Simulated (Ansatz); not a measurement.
Steps of a relaxation of C2H7BFNS with RKS PBE-D4/def2-SVP.

```sh
$ ansatz run in.yaml --threads 2 --pin off --events-out ev --progress --plain --max-ram 22528MiB --backend cpu
```

```yaml
crystal:
  periodic: [false, false, false]
  atoms:
    - {symbol: B, position_ang: [0.587400, -1.917500, -0.450300]}
    - {symbol: C, position_ang: [-0.082700, -0.537900, 0.151600]}
    - {symbol: F, position_ang: [0.294100, -0.428400, 1.460300]}
    - {symbol: S, position_ang: [-1.823700, -0.671800, 0.075200]}
    - {symbol: N, position_ang: [0.385500, 0.619100, -0.646900]}
    - {symbol: C, position_ang: [-0.024700, 1.916000, -0.027200]}
    - {symbol: H, position_ang: [1.254100, -2.568100, 0.201600]}
    - {symbol: H, position_ang: [0.356800, -2.148900, -1.592000]}
    - {symbol: H, position_ang: [-1.941900, -1.697300, 1.079200]}
    - {symbol: H, position_ang: [1.434000, 0.627500, -0.616000]}
    - {symbol: H, position_ang: [0.365500, 2.737700, -0.614900]}
    - {symbol: H, position_ang: [-1.110700, 2.004600, 0.003800]}
    - {symbol: H, position_ang: [0.326700, 2.030000, 0.990500]}
basis:
  gaussian: {orbitals: def2-SVP}
hamiltonian: {xc: pbe, dispersion: d4}
relax: {f_tol: 0.03, max_steps: 200}
```

Positions (Å) and forces (eV/Å) along the path, 12 of 28 steps:

```xyz
13
step=1 energy=-17883.3836 eV
B     0.587   -1.917   -0.450   -1.864    2.391   -0.744
C    -0.083   -0.538    0.152    3.322   -0.515   -1.975
F     0.294   -0.428    1.460    0.449    0.391    1.857
S    -1.824   -0.672    0.075   -2.263   -1.347    0.572
N     0.386    0.619   -0.647   -0.194    0.080    1.087
C    -0.025    1.916   -0.027    0.046   -0.930   -0.597
H     1.254   -2.568    0.202    1.047   -1.298    1.316
H     0.357   -2.149   -1.592   -0.024   -0.197   -0.580
H    -1.942   -1.697    1.079    0.236    1.154   -1.039
H     1.434    0.627   -0.616   -0.802   -0.358   -0.170
H     0.365    2.738   -0.615    0.284    0.567   -0.564
H    -1.111    2.005    0.004   -0.589   -0.005   -0.122
H     0.327    2.030    0.991    0.352    0.067    0.960
13
step=4 energy=-17884.3732 eV
B     0.475   -1.895   -0.445   -0.278   -0.335   -0.134
C     0.087   -0.506    0.175    0.771    0.569   -0.182
F     0.342   -0.371    1.560   -0.189    0.034   -0.242
S    -1.711   -1.002   -0.059    0.235   -0.379   -0.108
N     0.355    0.667   -0.576    0.272   -0.195    0.452
C    -0.038    1.959   -0.004    0.014   -0.080   -0.006
H     0.765   -2.836    0.324   -0.363    0.513   -0.485
H     0.568   -1.973   -1.683   -0.018    0.008    0.669
H    -1.730   -1.649    1.131   -0.173   -0.117    0.190
H     1.360    0.659   -0.800   -0.169    0.047   -0.152
H     0.338    2.768   -0.670   -0.093   -0.125    0.162
H    -1.147    2.032    0.029    0.082   -0.007    0.023
H     0.355    2.113    1.032   -0.090    0.069   -0.188
13
step=6 energy=-17884.6231 eV
B     0.303   -1.891   -0.411    0.606   -0.302    0.120
C     0.267   -0.445    0.191    0.335   -0.073    0.568
F     0.320   -0.295    1.590   -0.168    0.006   -0.812
S    -1.519   -1.310   -0.192   -1.323    0.164    0.580
N     0.448    0.719   -0.518    0.595   -0.061    0.220
C    -0.019    1.991    0.017   -0.054    0.038    0.028
H     0.480   -2.840    0.339    0.317    0.153   -0.185
H     0.490   -1.968   -1.610    0.183   -0.019   -0.018
H    -1.667   -1.749    1.111   -0.062    0.185   -0.433
H     1.393    0.743   -0.939   -0.472   -0.020   -0.045
H     0.291    2.809   -0.661   -0.011   -0.032   -0.001
H    -1.130    1.991    0.060    0.055   -0.040    0.008
H     0.364    2.210    1.039   -0.002    0.002   -0.030
13
step=7 energy=-17884.8174 eV
B     0.339   -1.896   -0.383   -0.275    0.128    0.200
C     0.301   -0.442    0.196    0.188    0.415    0.813
F     0.199   -0.188    1.549   -0.078   -0.624   -0.165
S    -1.587   -1.345   -0.249   -0.598   -0.384    0.180
N     0.484    0.718   -0.461    0.913    0.351   -0.660
C     0.026    1.994    0.061   -0.090    0.052    0.048
H     0.535   -2.822    0.379    0.214    0.031   -0.057
H     0.565   -1.984   -1.575    0.192    0.015   -0.019
H    -1.788   -1.802    1.034    0.017    0.159   -0.294
H     1.288    0.728   -1.108   -0.538   -0.077    0.008
H     0.229    2.792   -0.678    0.005   -0.064   -0.002
H    -1.073    1.945    0.222    0.059    0.008    0.005
H     0.503    2.268    1.028   -0.009   -0.010   -0.059
13
step=13 energy=-17885.2778 eV
B     0.253   -1.827   -0.299   -0.044   -0.092    0.020
C     0.299   -0.375    0.309   -0.027    0.081   -0.066
F     0.033   -0.143    1.593    0.018    0.031    0.029
S    -1.708   -1.875   -0.448    0.097    0.003    0.005
N     0.496    0.749   -0.370   -0.035    0.114   -0.132
C     0.188    2.102    0.100    0.005   -0.158   -0.019
H     0.717   -2.692    0.435   -0.022    0.050   -0.024
H     0.703   -1.810   -1.446   -0.041    0.013    0.027
H    -1.995   -2.130    0.861    0.030    0.003   -0.027
H     0.707    0.597   -1.365   -0.038    0.035    0.210
H     0.417    2.821   -0.709   -0.003   -0.042    0.035
H    -0.890    2.187    0.365    0.123   -0.004   -0.022
H     0.800    2.361    0.989   -0.063   -0.034   -0.037
13
step=17 energy=-17885.2866 eV
B     0.236   -1.819   -0.298    0.029    0.018   -0.015
C     0.267   -0.357    0.292    0.060   -0.027    0.021
F     0.042   -0.113    1.584   -0.023   -0.039   -0.020
S    -1.706   -1.963   -0.412   -0.015    0.014    0.025
N     0.441    0.761   -0.398   -0.011   -0.091    0.019
C     0.204    2.108    0.094    0.021    0.217    0.043
H     0.764   -2.648    0.431   -0.009    0.001   -0.006
H     0.653   -1.791   -1.457    0.012    0.006    0.012
H    -1.946   -2.210    0.906   -0.022   -0.003    0.007
H     0.632    0.606   -1.391   -0.016    0.014   -0.045
H     0.616    2.837   -0.634   -0.052   -0.092    0.115
H    -0.885    2.301    0.223    0.097   -0.012   -0.030
H     0.704    2.253    1.075   -0.072   -0.005   -0.127
13
step=19 energy=-17885.2927 eV
B     0.241   -1.822   -0.310    0.031    0.011    0.006
C     0.287   -0.363    0.286    0.020    0.010    0.017
F     0.080   -0.128    1.583    0.010   -0.035   -0.024
S    -1.708   -1.939   -0.369   -0.020   -0.001    0.017
N     0.448    0.759   -0.402   -0.016    0.002    0.054
C     0.192    2.106    0.091   -0.016    0.021   -0.025
H     0.779   -2.660    0.403   -0.016    0.009   -0.011
H     0.629   -1.790   -1.478   -0.010   -0.005    0.017
H    -1.926   -2.179    0.956    0.012    0.003   -0.026
H     0.614    0.612   -1.402   -0.015   -0.002    0.000
H     0.700    2.836   -0.566   -0.016   -0.015    0.034
H    -0.900    2.322    0.100    0.067    0.005   -0.003
H     0.583    2.212    1.122   -0.033   -0.003   -0.055
13
step=20 energy=-17885.2930 eV
B     0.245   -1.820   -0.310   -0.008    0.054   -0.020
C     0.288   -0.360    0.296    0.034   -0.221   -0.046
F     0.102   -0.154    1.599    0.027    0.132   -0.054
S    -1.705   -1.949   -0.367   -0.015    0.009    0.016
N     0.433    0.762   -0.393   -0.042    0.014    0.137
C     0.195    2.117    0.086   -0.009   -0.038    0.010
H     0.781   -2.664    0.396    0.000    0.035   -0.003
H     0.628   -1.789   -1.481   -0.007    0.016    0.035
H    -1.918   -2.201    0.956    0.007    0.002   -0.016
H     0.563    0.606   -1.396    0.026   -0.009   -0.045
H     0.748    2.830   -0.552    0.018    0.024   -0.008
H    -0.886    2.367    0.052   -0.027    0.012   -0.011
H     0.548    2.220    1.128   -0.004   -0.029    0.006
13
step=22 energy=-17885.2982 eV
B     0.242   -1.821   -0.321    0.016    0.031    0.006
C     0.310   -0.368    0.290    0.020    0.033   -0.010
F     0.157   -0.155    1.596   -0.001    0.011    0.008
S    -1.709   -1.917   -0.324   -0.040   -0.008   -0.003
N     0.437    0.760   -0.397    0.020   -0.097   -0.059
C     0.181    2.109    0.080   -0.025    0.019    0.065
H     0.785   -2.670    0.372    0.010   -0.004   -0.007
H     0.595   -1.783   -1.499    0.006   -0.001    0.006
H    -1.886   -2.179    1.001   -0.001   -0.001    0.001
H     0.559    0.607   -1.403   -0.003    0.005    0.001
H     0.819    2.829   -0.466    0.025   -0.013   -0.012
H    -0.884    2.385   -0.072   -0.008    0.011    0.008
H     0.413    2.168    1.158   -0.019    0.013   -0.003
13
step=23 energy=-17885.2986 eV
B     0.236   -1.815   -0.319    0.037    0.006    0.000
C     0.306   -0.364    0.295    0.011    0.039   -0.090
F     0.155   -0.149    1.600   -0.006    0.023    0.043
S    -1.713   -1.931   -0.314   -0.028    0.002   -0.009
N     0.433    0.761   -0.398    0.004   -0.095    0.053
C     0.185    2.113    0.076   -0.015   -0.011    0.017
H     0.792   -2.667    0.360    0.000    0.009   -0.004
H     0.584   -1.765   -1.500   -0.003   -0.009    0.009
H    -1.883   -2.212    1.008    0.004    0.001    0.005
H     0.561    0.600   -1.401   -0.013    0.018   -0.025
H     0.841    2.825   -0.457    0.027    0.002   -0.009
H    -0.873    2.403   -0.093   -0.016    0.005   -0.005
H     0.397    2.167    1.159   -0.001    0.009    0.016
13
step=27 energy=-17885.3001 eV rejected
B     0.235   -1.815   -0.327    0.007   -0.003    0.001
C     0.307   -0.363    0.284   -0.056    0.052   -0.013
F     0.172   -0.152    1.593    0.032   -0.003    0.023
S    -1.715   -1.950   -0.275   -0.002   -0.006   -0.016
N     0.413    0.763   -0.407    0.019   -0.034    0.018
C     0.186    2.116    0.074   -0.015   -0.012    0.009
H     0.815   -2.658    0.342   -0.001    0.000   -0.003
H     0.556   -1.764   -1.515   -0.002   -0.009    0.000
H    -1.850   -2.227    1.052    0.007    0.001    0.003
H     0.519    0.608   -1.414    0.011    0.003   -0.015
H     0.934    2.806   -0.361    0.023    0.001   -0.012
H    -0.829    2.467   -0.204   -0.023    0.008   -0.004
H     0.277    2.133    1.174    0.001    0.002    0.010
13
step=28 energy=-17885.3004 eV
B     0.235   -1.815   -0.326   -0.004   -0.003   -0.005
C     0.306   -0.363    0.286    0.007    0.016   -0.003
F     0.179   -0.152    1.596   -0.002   -0.004    0.002
S    -1.715   -1.948   -0.284    0.001   -0.002    0.004
N     0.414    0.763   -0.406   -0.001   -0.020    0.004
C     0.185    2.116    0.075   -0.004    0.010    0.004
H     0.812   -2.659    0.346    0.000    0.001    0.001
H     0.559   -1.767   -1.512    0.003    0.001    0.001
H    -1.854   -2.222    1.044   -0.003    0.000    0.001
H     0.522    0.607   -1.413   -0.001    0.005   -0.004
H     0.925    2.807   -0.373    0.001   -0.004    0.001
H    -0.837    2.461   -0.192    0.002    0.000    0.000
H     0.290    2.137    1.173   -0.001    0.000   -0.003
```

Hardware: 2 threads of an AMD EPYC 7R13 on a shared host. Wall time 59 s, peak host memory 0.19 GiB.
